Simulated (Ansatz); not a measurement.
Geometry optimisation, Ansatz, RKS revPBE-D4/cc-pVDZ.

Input file:

```yaml
crystal:
  periodic: [false, false, false]
  atoms:
    - { symbol: O, position_ang: [-0.6037, 2.1042, -0.8301] }
    - { symbol: Al, position_ang: [-0.2137, 1.1166, 0.6095] }
    - { symbol: Si, position_ang: [0.3064, -1.1556, 0.3003] }
    - { symbol: O, position_ang: [1.84298, -1.51143, 0.93734] }
    - { symbol: H, position_ang: [-1.6311, 2.0385, -0.9458] }
    - { symbol: H, position_ang: [-0.2019, 1.7765, 2.0715] }
    - { symbol: H, position_ang: [-0.69331, -1.994, 1.103] }
    - { symbol: H, position_ang: [0.16795, -1.51222, -1.06778] }
    - { symbol: H, position_ang: [1.79692, -1.3014, 1.8367] }
basis:
  gaussian: { orbitals: cc-pVDZ }
hamiltonian:
  xc: revpbe
  dispersion: d4
relax:
  f_tol: 0.015
  max_steps: 40
```

Launched with:

```bash
$ ansatz run input.yaml --threads 1 --pin off --max-ram 2048MiB --backend cpu --events-out ev --progress --plain --runs-dir out
```

**Question.** Where does it end, and by what steps?

**Answer.** The run converged. The force dipped under the threshold on the way, but the program's further checks kept it going. After 15 steps the energy has fallen by 0.712 eV; O1 moved furthest, 0.78 Å.

| step | energy less start (eV) | largest force component (eV/Å) | accepted |
| --- | --- | --- | --- |
| 0 | 0.0000 | 3.002 | yes |
| 1 | -0.3854 | 1.128 | yes |
| 2 | -0.4549 | 0.582 | yes |
| 3 | -0.4846 | 1.689 | yes |
| 4 | -0.6099 | 1.135 | yes |
| 5 | -0.6916 | 0.292 | yes |
| 6 | -0.7023 | 0.236 | yes |
| 7 | -0.7053 | 0.132 | yes |
| 8 | -0.7091 | 0.045 | yes |
| 9 | -0.7101 | 0.012 | yes |
| 10 | -0.7106 | 0.052 | yes |
| 11 | -0.7109 | 0.032 | yes |
| 12 | -0.7112 | 0.044 | yes |
| 13 | -0.7114 | 0.054 | yes |
| 14 | -0.7115 | 0.028 | yes |
| 15 | -0.7115 | 0.010 | yes |

```xyz
9
Properties=species:S:1:pos:R:3
O -1.235 2.188 -0.375
Al -0.184 1.239 0.671
Si 0.279 -1.173 0.294
O 1.734 -1.646 1.098
H -1.652 1.760 -1.145
H 0.435 2.098 1.882
H -0.898 -2.044 0.715
H 0.550 -1.494 -1.160
H 1.740 -1.368 2.034
```

Time of the run: 77 s on 1 thread of Arm Neoverse N1 (shared host), peak memory 0.12 GiB.
